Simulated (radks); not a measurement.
Q: These are the eigenvalues of the occupied orbitals of an atom or ion with whole-number occupations (hartree). Method: scalar-relativistic Kohn-Sham, Wu-Cohen GGA, spin-polarised, spherical densities, finite nucleus; Fermi nuclear charge, rms radius of each element as measured or else 0.836 A^(1/3) + 0.57 fm; computed with a radial shooting solver on a logarithmic mesh with Libxc functionals.

| orbital | eigenvalue |
|---|---|
| 1s down | -1716.117 |
| 1s up | -1716.117 |
| 2s up | -281.3871 |
| 2s down | -281.3860 |
| 2p up | -251.1873 |
| 2p down | -251.1865 |
| 3s up | -62.58389 |
| 3s down | -62.52080 |
| 3p up | -53.13955 |
| 3p down | -53.07699 |
| 3d up | -40.32582 |
| 3d down | -40.27732 |
| 4s up | -13.41224 |
| 4s down | -13.25597 |
| 4p up | -10.30270 |
| 4p down | -10.14704 |
| 4d up | -5.93510 |
| 4d down | -5.78154 |
| 5s up | -2.64739 |
| 5s down | -2.56533 |
| 5p up | -1.86460 |
| 5p down | -1.80206 |
| 4f up | -1.24511 |

Which element is it, and in what charge state? The configuration may be excited. Open shells, if any, are filled with parallel spins first.

A: Z = 62, samarium, charge +3: Sm3+ in [Xe] 4f5. The list shows which subshells hold electrons but not how many an open one holds; the 1s level, -1716.1 hartree, gives Z - s = 58.6 by -(Z - s)^2/2, which with screening and relativity narrows Z to a few neighbours, and the depths of the outer levels then fix element, charge and occupations together.
